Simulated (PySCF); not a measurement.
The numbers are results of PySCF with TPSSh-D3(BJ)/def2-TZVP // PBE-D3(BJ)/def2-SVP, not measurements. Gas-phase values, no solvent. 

Reference species: [Ta(F)5] (neutral, multiplicity 1).

```
Property                                                          Value
------------------------------------------------------------  ---------
charge on the central atom (Mulliken)                            1.76 e
mean distance from the central atom to its bonded neighbours    1.881 Å
LUMO                                                           -3.18 eV
HOMO                                                          -11.12 eV
```

Changed species: [Ta(Cl)4(F)] (1 of 5 Cl replaced by F; the reference has 5 of 5 Cl replaced by F).

Q: What does the change do to the charge on the central atom (Mulliken), mean distance from the central atom to its bonded neighbours, LUMO and HOMO?

A: the charge on the central atom (Mulliken) drops by 0.44 e, to 1.32 e; the mean distance from the central atom to its bonded neighbours rises by 0.347 Å, to 2.228 Å; the LUMO falls by 0.74 eV, to -3.92 eV; the HOMO increases by 2.43 eV, to -8.69 eV.
